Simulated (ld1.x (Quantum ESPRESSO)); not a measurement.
## Logarithmic derivatives: ruthenium (Ru), RRKJ

| Property | Result |
| --- | --- |
| Element | Ru |
| Generator | ld1.x (Quantum ESPRESSO) 7.5 |
| Type | norm-conserving RRKJ (Kleinman–Bylander form) |
| Functional | LDA (PZ) |
| Relativity | scalar-relativistic |
| Frozen core | [Ar] 3d10 |
| Valence charge | 16 |
| Reference configuration | 4s2 4p6 4d7 5s1 5p0 |
| Partial waves | 4s (bound): rc 1.35 bohr; 4p (bound): rc 1.95 bohr; 4d (bound): rc 1.75 bohr |
| Local potential | all-electron potential smoothed inside 1.00 bohr (lloc = -2) |
| Core correction | none |

Occupied shells without a wave of their own: 5s. They enter only through the test configuration that unscreens the potential.

The phase is arctan(r·u′/u) with u = r·R(r), unwrapped; energies in Ry, scanned from -8 to 5 Ry. A pole is an energy at which the radial function vanishes at the test radius. The pseudo phase is shifted by a multiple of π to meet the all-electron one at the reference energy, and phase errors are pseudo minus all-electron; the curves can meet again beyond the range given. Levels narrower than the energy grid can be missing from the lists of poles.

| channel | radius (bohr) | reference energy (Ry) | poles, all-electron | poles, pseudo | unbroken range about the reference energy with phases within 0.05 rad | phase error 1 Ry above the reference energy (rad) |
| --- | --- | --- | --- | --- | --- | --- |
| s | 2.14 | -5.62 | -5.49 | -5.49, 4.58 | below -0.2 | -0.000 |
| p | 2.14 | -3.42 | -3.14 | -3.14 | below 0.8 | -0.001 |
| d | 2.14 | -0.40 | 0.53 | 0.53 | below 4.2 | +0.001 |

Phases in the p channel:

```tsv
E (Ry)	all-electron	pseudo
-8.00	1.388	1.388
-7.52	1.380	1.380
-7.04	1.371	1.371
-6.56	1.359	1.359
-6.08	1.346	1.345
-5.60	1.327	1.327
-5.12	1.301	1.300
-4.64	1.255	1.254
-4.16	1.143	1.142
-3.68	0.187	0.184
-3.20	-1.539	-1.539
-2.72	-1.693	-1.694
-2.24	-1.756	-1.757
-1.76	-1.801	-1.803
-1.28	-1.843	-1.846
-0.80	-1.890	-1.896
-0.32	-1.950	-1.960
0.16	-2.032	-2.050
0.64	-2.158	-2.196
1.12	-2.375	-2.463
1.60	-2.778	-2.976
2.08	-3.401	-3.655
2.56	-3.926	-4.101
3.04	-4.218	-4.330
3.52	-4.378	-4.459
4.00	-4.476	-4.541
4.48	-4.542	-4.599
4.96	-4.590	-4.643
```
